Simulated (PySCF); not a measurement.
CdS (SMILES [S]=[Cd]), singlet, geometry from GFN2-xTB (such geometries of metal compounds can be far from the true shape) (all electrons, no relativity); TPSS/3-21G (PySCF).

Input for PySCF:
```python
from pyscf import gto, scf, dft

mol = gto.Mole()
mol.atom = '''
    Cd   -0.00000000   -0.00000000   -0.55920001
    S     0.00000000    0.00000000    1.67760003
'''
mol.basis = '3-21g'
mol.verbose = 5
mol.build()

mf = dft.RKS(mol)
mf.xc = 'tpss'
mf.kernel()
```

Output, abridged:

```
PySCF version 2.14.0

[INPUT] verbose = 5
[INPUT] max_memory = 4000
[INPUT] num. atoms = 2
[INPUT] num. electrons = 64
[INPUT] charge = 0
[INPUT] spin (= nelec alpha-beta = 2S) = 0
[INPUT] symmetry False subgroup None
[INPUT] Mole.unit = angstrom
[INPUT] Symbol           X                Y                Z      unit          X                Y                Z       unit  Magmom
[...]
[INPUT] ---------------- BASIS SET ----------------
[INPUT] l, kappa, [nprim/nctr], expnt,             c_1 c_2 ...
[INPUT] S
[...]
                                182.747           0.38204
                                39.6673           0.676545
[...]
                                11.9629           0.065088
                                3.28911           0.981455
[...]
                                0.457303          1.22806
[...]
                                11.9629           0.457649
                                3.28911           0.604261
[...]
                                0.457303          0.870855
[...]
[INPUT] Cd
[...]
                                1770.111          0.368157
                                389.209           0.689572
[...]
                                114.8329          0.08327
                                36.95829          0.969798
[...]
                                29.54543          1.218156
                                6.278508          1.05552
[...]
                                2.259746          0.498771
                                0.841426          0.785076
[...]
                                0.101488          1.080944
[...]
                                114.8329          0.60776
                                36.95829          0.399963
[...]
                                29.54543          1.959568
                                6.278508          0.708027
[...]
                                2.259746          0.518661
                                0.841426          0.542666
[...]
                                0.101488          1.000412
[...]
                                26.48196          0.491677
                                8.282886          0.581541
[...]
                                1.357279          0.759168
[...]
nuclear repulsion = 181.69174298949
number of shells = 21
number of NR pGTOs = 108
number of NR cGTOs = 49
basis = 3-21g
ecp = {}

******** <class 'pyscf.dft.rks.RKS'> ********
method = RKS
initial guess = minao
damping factor = 0
level_shift factor = 0
DIIS = <class 'pyscf.scf.diis.CDIIS'>
diis_start_cycle = 1
diis_space = 8
diis_damp = 0
SCF conv_tol = 1e-09
SCF conv_tol_grad = None
SCF max_cycles = 50
direct_scf = True
direct_scf_tol = 1e-13
XC library pyscf.dft.libxc version 7.1.2
    S. Lehtola, C. Steigemann, M. J. T. Oliveira, and M. A. L. Marques,  SoftwareX 7, 1–5 (2018)
XC functionals = tpss
    J. Tao, J. P. Perdew, V. N. Staroverov, and G. E. Scuseria,  Phys. Rev. Lett. 91, 146401 (2003)
    J. P. Perdew, J. Tao, V. N. Staroverov, and G. E. Scuseria,  J. Chem. Phys. 120, 6898 (2004)
    J. Tao, J. P. Perdew, V. N. Staroverov, and G. E. Scuseria,  Phys. Rev. Lett. 91, 146401 (2003)
    J. P. Perdew, J. Tao, V. N. Staroverov, and G. E. Scuseria,  J. Chem. Phys. 120, 6898 (2004)
radial grids:
    Treutler-Ahlrichs [JCP 102, 346 (1995); DOI:10.1063/1.469408] (M4) radial grids

becke partition: Becke, JCP 88, 2547 (1988); DOI:10.1063/1.454033
pruning grids: <function nwchem_prune>
grids dens level: 3
symmetrized grids: False
atomic radii adjust function: <function treutler_atomic_radii_adjust>
small_rho_cutoff = 0
Set gradient conv threshold to 3.16228e-05
Initial guess from minao.
atom Cd rad-grids = 95, ang-grids = [ 50  50  50  50  50  50  50  50  50  50  50  50  50  50  50  50  50  50
  50  50  50  50  50  50  50  50  50  50  86  86  86  86  86  86  86  86
  86  86  86  86  86  86  86  86 350 350 350 350 350 350 350 350 350 350
 350 434 434 434 434 434 434 434 434 434 434 434 434 434 434 434 434 434
[...]
 -5.62460469e+00 -5.60982839e+00 -5.60982839e+00 -3.71771305e+00
 -2.39943094e+00 -2.39126645e+00 -2.39126645e+00 -6.11604002e-01
 -5.44010401e-01 -5.44010401e-01 -5.34649488e-01 -5.34648471e-01
 -5.14999552e-01 -2.62008752e-01 -1.85506413e-01 -1.85506413e-01
 -1.61741273e-01 -3.83785975e-02 -3.83785975e-02  1.71702268e-02
  4.73680979e-02  9.61298014e-02  9.61298014e-02  1.65790080e-01
  5.42285760e-01  5.67518648e-01  5.67518648e-01  6.47296848e-01
  1.17103505e+00  1.17103563e+00  1.19129274e+00  1.19129274e+00
  1.33832858e+00]
nelec by numeric integration = 63.99999759577178
E1 = -8426.907112231656  E2 = 2406.9618139777585  Ecoul = 2583.264744533334  Exc = -176.3029305555755
cycle= 9 E= -5838.25355526441  delta_E= -2.79e-07  |g|= 0.000355  |ddm|= 0.00222
[...]
  mo_energy =
[-9.38040450e+02 -1.36755368e+02 -1.26992870e+02 -1.26992673e+02
 -1.26992673e+02 -8.76926342e+01 -2.56383227e+01 -2.14780380e+01
 -2.14780380e+01 -2.14769923e+01 -1.48029555e+01 -1.48029547e+01
 -1.48024947e+01 -1.48021529e+01 -1.48021529e+01 -7.63316051e+00
 -5.62462728e+00 -5.60984868e+00 -5.60984868e+00 -3.71768933e+00
 -2.39940749e+00 -2.39124245e+00 -2.39124245e+00 -6.11604877e-01
 -5.43987210e-01 -5.43987210e-01 -5.34625621e-01 -5.34624604e-01
 -5.14997266e-01 -2.62016684e-01 -1.85525577e-01 -1.85525577e-01
 -1.61737728e-01 -3.83718054e-02 -3.83718054e-02  1.71706883e-02
  4.73728431e-02  9.61347967e-02  9.61347967e-02  1.65791648e-01
  5.42252362e-01  5.67499240e-01  5.67499240e-01  6.47288590e-01
  1.17105538e+00  1.17105596e+00  1.19131203e+00  1.19131203e+00
  1.33834572e+00]
nelec by numeric integration = 63.99999759569474
E1 = -8426.906668312678  E2 = 2406.9613699892807  Ecoul = 2583.2644419332582  Exc = -176.30307194397733
cycle= 10 E= -5838.25355533391  delta_E= -6.95e-08  |g|= 7.25e-06  |ddm|= 0.000686
[...]
  mo_energy =
[-9.38040452e+02 -1.36755370e+02 -1.26992872e+02 -1.26992675e+02
 -1.26992675e+02 -8.76926371e+01 -2.56383246e+01 -2.14780399e+01
 -2.14780399e+01 -2.14769942e+01 -1.48029574e+01 -1.48029566e+01
 -1.48024965e+01 -1.48021548e+01 -1.48021548e+01 -7.63316219e+00
 -5.62462930e+00 -5.60985035e+00 -5.60985035e+00 -3.71769131e+00
 -2.39940960e+00 -2.39124442e+00 -2.39124442e+00 -6.11606854e-01
 -5.43989218e-01 -5.43989218e-01 -5.34627560e-01 -5.34626542e-01
 -5.14998948e-01 -2.62018119e-01 -1.85526770e-01 -1.85526770e-01
 -1.61738345e-01 -3.83724085e-02 -3.83724085e-02  1.71699425e-02
  4.73722658e-02  9.61339957e-02  9.61339957e-02  1.65790584e-01
  5.42251376e-01  5.67498147e-01  5.67498147e-01  6.47287071e-01
  1.17105365e+00  1.17105423e+00  1.19131033e+00  1.19131033e+00
  1.33834394e+00]
nelec by numeric integration = 63.99999759569381
E1 = -8426.906733684182  E2 = 2406.9614353607485  Ecoul = 2583.264511694929  Exc = -176.3030763341804
cycle= 11 E= -5838.25355533394  delta_E= -3.55e-11  |g|= 5.61e-07  |ddm|= 1.82e-05
[...]
  mo_energy =
[-9.38040451e+02 -1.36755370e+02 -1.26992872e+02 -1.26992674e+02
 -1.26992674e+02 -8.76926375e+01 -2.56383243e+01 -2.14780397e+01
 -2.14780397e+01 -2.14769939e+01 -1.48029572e+01 -1.48029563e+01
 -1.48024963e+01 -1.48021545e+01 -1.48021545e+01 -7.63316255e+00
 -5.62462968e+00 -5.60985071e+00 -5.60985071e+00 -3.71769108e+00
 -2.39940938e+00 -2.39124420e+00 -2.39124420e+00 -6.11606934e-01
 -5.43989023e-01 -5.43989023e-01 -5.34627353e-01 -5.34626336e-01
 -5.14998943e-01 -2.62018207e-01 -1.85526977e-01 -1.85526977e-01
 -1.61738338e-01 -3.83723717e-02 -3.83723717e-02  1.71699465e-02
  4.73723098e-02  9.61340418e-02  9.61340418e-02  1.65790584e-01
  5.42251134e-01  5.67497949e-01  5.67497949e-01  6.47286915e-01
  1.17105381e+00  1.17105439e+00  1.19131047e+00  1.19131047e+00
  1.33834405e+00]
nelec by numeric integration = 63.99999759569297
E1 = -8426.906728600574  E2 = 2406.9614302771397  Ecoul = 2583.2645077377906  Exc = -176.30307746065108
Extra cycle  E= -5838.25355533394  delta_E= -9.09e-13  |g|= 2.54e-06  |ddm|= 5.44e-06
converged SCF energy = -5838.25355533394
```
